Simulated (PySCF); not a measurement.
Job file and geometry (Å, from GFN2-xTB) of an NMR shielding run on SMILES C[C@H]1CNBN1, C₃H₉BN₂, GIAO PBE0/pcSseg-1 NMR shielding, non-relativistic, gas phase in PySCF 2.14.0, density-fitted response routines; density fitting, a coarse starting grid and PySCF grid level 2 are the driver's defaults:

```
$ OMP_NUM_THREADS=1 python probes_run.py task.json out

{"job": {"kind": "nmr", "xc": "PBE0", "basis": "pcSseg-1"}, "charge": 0, "multiplicity": 1}
C      1.726496    -0.251442     0.429302
C      0.554791     0.198800    -0.447262
C     -0.500353    -0.916914    -0.633723
N     -1.699293    -0.388990    -0.020407
B     -1.520949     0.917504     0.454242
N     -0.194406     1.273390     0.171088
H      2.430365     0.566808     0.569418
H      1.358051    -0.563043     1.403991
H      2.251431    -1.082604    -0.035828
H      0.953606     0.520398    -1.422164
H     -0.661885    -1.136603    -1.697700
H     -0.178443    -1.845670    -0.144549
H     -2.512319    -0.977457    -0.017867
H     -2.322214     1.581795     0.976378
H      0.310708     2.112019     0.393169
```

Question: What does the program print?

Answer: 
```
coarse grid: 12048 points
cycle   1  E = -253.7368216997  dE =  7.811e-01  |g| = 4.763e-01  |ddm| = 3.289e+00
cycle   2  E = -253.7215099800  dE =  1.531e-02  |g| = 5.651e-01  |ddm| = 8.600e-01
cycle   3  E = -253.7923842687  dE = -7.087e-02  |g| = 6.065e-02  |ddm| = 4.784e-01
cycle   4  E = -253.7930743649  dE = -6.901e-04  |g| = 2.191e-02  |ddm| = 5.434e-02
cycle   5  E = -253.7931799766  dE = -1.056e-04  |g| = 4.559e-03  |ddm| = 1.715e-02
cycle   6  E = -253.7931841859  dE = -4.209e-06  |g| = 1.515e-03  |ddm| = 4.666e-03
final grid: 115168 points
cycle   7  E = -253.8235973058  dE = -3.647e-05  |g| = 8.833e-03  |ddm| = 2.569e-02
cycle   8  E = -253.8235874626  dE =  9.843e-06  |g| = 1.113e-02  |ddm| = 1.579e-02
cycle   9  E = -253.8236161979  dE = -2.874e-05  |g| = 7.380e-04  |ddm| = 8.684e-03
cycle  10  E = -253.8236163056  dE = -1.077e-07  |g| = 2.522e-04  |ddm| = 6.266e-04
cycle  11  E = -253.8236163187  dE = -1.306e-08  |g| = 5.300e-05  |ddm| = 1.980e-04
cycle  12  E = -253.8236163192  dE = -4.956e-10  |g| = 2.683e-05  |ddm| = 6.155e-05
converged SCF energy = -253.8236163192

GIAO shielding tensors (ppm)
atom      isotropic    diamagn.    paramagn.     s11        s22        s33       span
  0 C      157.606     247.485     -89.879    140.766    148.787    183.266     42.500
  1 C      132.033     244.765    -112.732    111.162    127.945    156.992     45.830
  2 C      131.022     246.783    -115.761    108.961    130.349    153.755     44.794
  3 N      186.732     320.143    -133.412    128.483    180.396    251.315    122.832
  4 B       78.166     197.183    -119.018     62.699     64.114    107.684     44.985
  5 N      166.360     320.997    -154.638    110.221    168.464    220.395    110.174
  6 H       30.539      29.872       0.666     26.399     28.532     36.685     10.286
  7 H       30.644      30.408       0.236     27.464     29.365     35.103      7.638
  8 H       30.727      29.850       0.877     26.697     28.222     37.264     10.567
  9 H       27.758      30.855      -3.097     24.327     25.579     33.368      9.042
 10 H       27.834      29.891      -2.057     23.211     26.703     33.588     10.377
 11 H       28.565      30.932      -2.366     24.344     28.084     33.267      8.923
 12 H       29.467      31.337      -1.870     22.537     27.190     38.672     16.135
 13 H       27.706      30.195      -2.489     26.243     26.375     30.501      4.259
 14 H       29.188      33.015      -3.827     23.233     27.903     36.428     13.194
```

Size and cost of the density-fitted run: 147 basis functions, 11 s wall time on 1 thread of an Arm Neoverse V2, shared host; peak memory 0.71 GiB.
